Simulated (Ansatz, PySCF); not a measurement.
The pair A = HCl (SMILES Cl) (first 2 atoms), B = AsH3 (SMILES [AsH3]); geometry from B3LYP-D3(BJ)/def2-TZVP.
(charge 0, multiplicity 1):
| atom | x (Å) | y (Å) | z (Å) |
|---|---|---|---|
| Cl | 1.2079 | 0.5304 | 0.6571 |
| H | 0.7276 | 0.2800 | 1.8236 |
| As | -0.3596 | -0.2891 | 4.4963 |
| H | -0.9333 | 0.7613 | 3.5494 |
| H | -0.2595 | -1.3243 | 3.3796 |
| H | 1.0687 | 0.1919 | 4.2567 |

Correlated levels freeze the cores. Filled d and f shells under p-block atoms count as core. CBS(a, b) extrapolates the correlation energy as X⁻³ and adds the Hartree–Fock energy of set b. MP2 and its Hartree–Fock in def2-QZVPPD are density fitted.

Programs: Ansatz (Gaussian basis) for Hartree–Fock, density functionals and correlated methods; PySCF for the dispersion terms. 

The monomers are drawn apart, rigid, along the line of their centres of mass. Counterpoise-corrected interaction energies (kcal/mol):

| level | R = 5.335 Å | R = 6.511 Å |
|---|---|---|
| PBE/def2-TZVPPD | -0.4881 | -0.1140 |
| PBE-D3(BJ)/def2-TZVPPD | -0.7796 | -0.1941 |
| wB97M-V/def2-TZVPPD | -0.5504 | -0.1575 |
| MP2/CBS(def2-TZVPPD, def2-QZVPPD) + ΔCCSD(T)/def2-TZVPPD | -0.5496 | -0.1490 |

**Question.** R is the distance of the centres of mass. Find the local exponent m of E ∝ R⁻ᵐ between the two points.

**Answer.** 
m = ln(E₁/E₂)/ln(R₂/R₁): PBE/def2-TZVPPD 7.3; PBE-D3(BJ)/def2-TZVPPD 7.0; wB97M-V/def2-TZVPPD 6.3; MP2/CBS(def2-TZVPPD, def2-QZVPPD) + ΔCCSD(T)/def2-TZVPPD 6.5. For scale, two fixed dipoles give m = 3, dipole and quadrupole 4, quadrupoles 5, and dispersion or dipole-induced dipole 6 at long range; at these distances several terms mix, and what is left of overlap and damping shifts m, so it need not match one of them.

Ansatz is an electronic-structure program.
